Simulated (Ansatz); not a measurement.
C$_{4}$H$_{11}$O$_{2}$ (SMILES C[OH+]CC(C)O), charge +1, singlet, geometry from GFN2-xTB. Base run: HF/pcseg-1 run with Ansatz (a quantum-chemistry and plane-wave program).

Geometry (Å):
```xyz
17

C      2.3666    -0.1262     0.2472
O      1.0748    -0.2520     0.8804
C      0.1094     0.7704     0.5459
C     -0.7519     0.1944    -0.6138
C     -2.1792     0.6987    -0.5740
O     -0.6534    -1.2242    -0.4709
H      2.2858    -0.0710    -0.8381
H      2.9489    -1.0013     0.5313
H      2.8543     0.7674     0.6343
H      0.5392    -1.0662     0.4386
H     -0.4979     0.9220     1.4429
H      0.6026     1.7036     0.2811
H     -0.2901     0.4319    -1.5782
H     -2.7498     0.2822    -1.4003
H     -2.6613     0.4244     0.3628
H     -2.1949     1.7807    -0.6652
H     -1.4773    -1.5880    -0.1176
```
Charge +1, spin multiplicity 1.
All else is at Ansatz's defaults.
Base energy -307.23411 Eh.

Variants of this job, named by their change:

```json
[
 {"change": "base", "ΔE vs base (mEh)": "0.000"},
 {"change": "point_charge = charge:0.5 position_ang:3.2801, 3.0459, -4.5001", "ΔE vs base (mEh)": "41.313"},
 {"change": "point_charge = charge:-1.0 position_ang:4.8696, -0.7238, 3.7265", "ΔE vs base (mEh)": "-93.888"},
 {"change": "forces = on", "ΔE vs base (mEh)": "-0.010"},
 {"change": "lower_state_search = light", "ΔE vs base (mEh)": "0.000"},
 {"change": "lower_state_search = full", "ΔE vs base (mEh)": "0.000"},
 {"change": "nuclear_model = gaussian", "ΔE vs base (mEh)": "0.037"},
 {"change": "point_charge = charge:1.0 position_ang:-3.7585, -4.1005, 2.6327", "ΔE vs base (mEh)": "84.710"},
 {"change": "fitting.mean_field = def2-universal-JKFIT", "ΔE vs base (mEh)": "0.097"},
 {"change": "lower_state_search = off", "ΔE vs base (mEh)": "0.000"},
 {"change": "accuracy = high", "ΔE vs base (mEh)": "-0.014"}
]
```
